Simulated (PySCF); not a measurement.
Task: Write a Z-matrix for `FC1=C[Si@@H](Cl)C=C[Si@@H]1Br` as optimised with PBE0-D3(BJ)/def2-SVP.

Result: 
Z-matrix in Å and degrees, rows numbered from 1:
```
F 
C   1  1.3394
C   2  1.3391  1  120.17
Si  3  1.8529  2  123.35  1   179.85
Cl  4  2.0759  3  109.12  2  -119.45
C   4  1.8666  3  111.11  2    -0.70
C   6  1.3459  4  125.23  3     0.69
Si  7  1.8615  6  124.42  4    -0.05
Br  8  2.2256  2  107.96  1    61.58
H   3  1.0985  2  117.12  1     0.24
H   4  1.4884  3  111.42  2   123.61
H   6  1.0997  4  116.44  3  -178.97
H   7  1.0994  6  118.82  4   179.71
H   8  1.4870  2  109.97  1   -54.82
```

Si4 (chlorine-bound silicon) is tetrahedral (angles from 106.2° to 111.4°). The 6-membered ring C2–C3–Si4–C6–C7–Si8 has internal angles of 109.5° to 126.3° (sum 720°, against 720° for a flat polygon); it is planar, 0.00 Å rms from its mean plane, widest ring torsion 1°. The 4 C–Si bonds span 1.853 Å (C3–Si4, drawn single) to 1.885 Å (C2–Si8, drawn single), a spread of 0.032 Å. Si8 (SiH silicon) is tetrahedral (angles from 107.0° to 112.7°).

Level of theory: PBE0-D3(BJ)/def2-SVP geometry optimisation, gas phase (PySCF).

Point group: C1 (no symmetry element, even within 0.4 Å). Whether it is a minimum is left open (no frequencies).
